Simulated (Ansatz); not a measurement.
C6H4HfO, SMILES `C#[C][Hf]([OH])([C]#C)[C]#C` at its PBE0-D4/def2-TZVP geometry, where that method's forces vanish. The species carries charge 0 and has multiplicity 1. Hf: def2 effective core potential.

```json
{"atom": "C1", "x (Å)": "0.172", "y (Å)": "2.074", "z (Å)": "-2.526"}
{"atom": "C2", "x (Å)": "0.019", "y (Å)": "1.191", "z (Å)": "-1.705"}
{"atom": "Hf3", "x (Å)": "-0.220", "y (Å)": "-0.352", "z (Å)": "-0.179"}
{"atom": "O4", "x (Å)": "-1.139", "y (Å)": "-1.821", "z (Å)": "-0.930"}
{"atom": "C5", "x (Å)": "1.738", "y (Å)": "-1.019", "z (Å)": "0.517"}
{"atom": "C6", "x (Å)": "2.836", "y (Å)": "-1.352", "z (Å)": "0.917"}
{"atom": "C7", "x (Å)": "-1.380", "y (Å)": "0.431", "z (Å)": "1.496"}
{"atom": "C8", "x (Å)": "-1.996", "y (Å)": "0.896", "z (Å)": "2.435"}
{"atom": "H9", "x (Å)": "0.307", "y (Å)": "2.850", "z (Å)": "-3.247"}
{"atom": "H10", "x (Å)": "-1.602", "y (Å)": "-2.561", "z (Å)": "-1.308"}
{"atom": "H11", "x (Å)": "3.801", "y (Å)": "-1.642", "z (Å)": "1.269"}
{"atom": "H12", "x (Å)": "-2.536", "y (Å)": "1.305", "z (Å)": "3.260"}
```

(1) For each bond, give half the difference of the two atoms' forces along it (eV/Å; positive pushes the atoms apart) under PBE-D4, r2SCAN-D4, B3LYP-D4, ωB97M-V in def2-TZVPP. (Best estimate.)

Answers

(1) Computed: 
| bond | length (Å) | PBE-D4 | r2SCAN-D4 | B3LYP-D4 | ωB97M-V |
| --- | --- | --- | --- | --- | --- |
| C1–C2 | 1.215 | 1.00 | 0.37 | 0.00 | -0.36 |
| C1–H9 | 1.067 | -0.35 | -0.23 | -0.11 | 0.08 |
| C2–Hf3 | 2.183 | -0.59 | -0.19 | 0.03 | 0.25 |
| Hf3–O4 | 1.888 | 0.07 | 0.14 | 0.21 | 0.01 |
| Hf3–C5 | 2.183 | -0.59 | -0.19 | 0.03 | 0.25 |
| Hf3–C7 | 2.183 | -0.59 | -0.19 | 0.03 | 0.25 |
| O4–H10 | 0.952 | 0.31 | -0.05 | -0.10 | -0.05 |
| C5–C6 | 1.215 | 1.00 | 0.38 | 0.00 | -0.36 |
| C6–H11 | 1.067 | -0.35 | -0.23 | -0.11 | 0.08 |
| C7–C8 | 1.215 | 1.00 | 0.38 | 0.00 | -0.36 |
| C8–H12 | 1.067 | -0.35 | -0.23 | -0.11 | 0.08 |

B3LYP here is the variant with VWN-RPA as its local correlation; programs differ in this.
